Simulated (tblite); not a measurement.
Compound: C4H11NOSi3.
Geometry (GFN2-xTB, Å), atoms numbered from 1 in this order:
```xyz
20
C4H11NOSi3 angstrom
N     -2.625    3.100   -0.374
C     -2.136    2.123   -0.027
C     -1.535    0.890    0.363
C     -0.055    0.859   -0.039
C      0.574   -0.501    0.273
O      1.869   -0.588   -0.276
Si     3.279   -0.037    0.300
Si    -0.507   -1.901   -0.502
Si    -2.446   -0.625   -0.451
H     -1.613    0.808    1.453
H      0.499    1.648    0.480
H      0.043    1.049   -1.112
H      0.639   -0.612    1.365
H      3.287    1.420    0.467
H      3.560   -0.636    1.610
H      4.152   -0.504   -0.762
H      0.050   -2.228   -1.814
H     -0.447   -3.101    0.340
H     -3.571   -0.970    0.426
H     -3.024   -0.184   -1.724
```

All values are computed: GFN2-xTB (tblite) harmonic vibrations without scaling, gas phase. Errors from tens to a few hundred cm⁻¹ against measured bands are possible. Modes of hydrogen on silicon can be 10 to 20 % off. One conformer, not necessarily the lowest.

Harmonic wavenumbers (cm⁻¹): 25.2, 48.7, 82.2, 96.7, 134.4, 157.3, 211.7, 250.0, 272.0, 325.5, 358.6, 391.3, 422.3, 446.6, 468.6, 501.5, 540.0, 565.9, 599.8, 606.5, 621.4, 646.3, 665.4, 686.2, 745.1, 774.6, 798.6, 808.8, 829.7, 842.7, 943.0, 1027.0, 1049.5, 1068.3, 1086.3, 1124.8, 1169.3, 1238.5, 1268.6, 1298.6, 1327.0, 1505.0, 2208.0, 2211.8, 2224.6, 2240.1, 2241.8, 2258.4, 2356.3, 2388.9, 2840.0, 2915.5, 2938.0, 2965.9.

A = 1483, B = 599.8, C = 444.4 MHz; mass 173.015 u (most abundant isotopes); point group C1, symmetry number 1.

Problem. Zero-point energy?

Solution. Half the sum of the wavenumbers: 28909 cm⁻¹ = 82.66 kcal/mol.

Problem. Entropy at 298.15 K, 1 bar (ideal gas, RRHO, classical rotation)?

Solution. Translation 41.38, rotation 31.08, vibration 41.04: S = 113.5 cal/(mol K).

Problem. And Cp and H(298.15 K) − H(0)?

Solution. Cp = 49.83 cal/(mol K), of which vibrations give 41.88 (their classical limit is 54 R = 107.3); H(298.15 K) − H(0) = 8.69 kcal/mol without the zero-point energy, 6.32 from vibrations.

Problem. Blend soft modes into free rotors: weight 1/[1 + (100 cm⁻¹/ν̃)⁴] for the oscillator and the rest for a rotor with moment μB/(μ + B), μ = h/(8π²ν), B = 10⁻⁴⁴ kg m². What vibrational entropy results?

Solution. 36.92 cal/(mol K) in place of 41.04, which changes −T·S at 298.15 K by +1.23 kcal/mol.

Problem. How do the functions run with temperature in this model?

Solution. 
```json
{"T (K)": "100", "S (cal/(mol K))": "76.7", "Cp (cal/(mol K))": "22.1", "H − H(0) (kcal/mol)": "1.50", "G − H(0) (kcal/mol)": "-6.16", "ln q(vib)": "2.92"}
{"T (K)": "200", "S (cal/(mol K))": "96.3", "Cp (cal/(mol K))": "36.6", "H − H(0) (kcal/mol)": "4.43", "G − H(0) (kcal/mol)": "-14.84", "ln q(vib)": "6.48"}
{"T (K)": "300", "S (cal/(mol K))": "113.8", "Cp (cal/(mol K))": "50.1", "H − H(0) (kcal/mol)": "8.78", "G − H(0) (kcal/mol)": "-25.36", "ln q(vib)": "10.06"}
{"T (K)": "500", "S (cal/(mol K))": "144.2", "Cp (cal/(mol K))": "69.1", "H − H(0) (kcal/mol)": "20.86", "G − H(0) (kcal/mol)": "-51.26", "ln q(vib)": "17.06"}
{"T (K)": "800", "S (cal/(mol K))": "180.7", "Cp (cal/(mol K))": "85.8", "H − H(0) (kcal/mol)": "44.34", "G − H(0) (kcal/mol)": "-100.23", "ln q(vib)": "26.64"}
{"T (K)": "1000", "S (cal/(mol K))": "200.7", "Cp (cal/(mol K))": "92.9", "H − H(0) (kcal/mol)": "62.25", "G − H(0) (kcal/mol)": "-138.42", "ln q(vib)": "32.36"}
```

q(vib) and H(0) count from the zero-point level.

Problem. What must be added to the electronic energy to get the Gibbs energy at 298.15 K and 1 bar?

Solution. ZPE + [H(298.15 K) − H(0)] − T·S = 82.66 + 8.69 − 33.84 = 57.51 kcal/mol.

Hindered rotation and anharmonicity are outside this model. Other conformers, if any are populated, would add a mixing term that is left out. The structure is chiral; the term R ln 2 for an equal mix with its mirror image is left out.
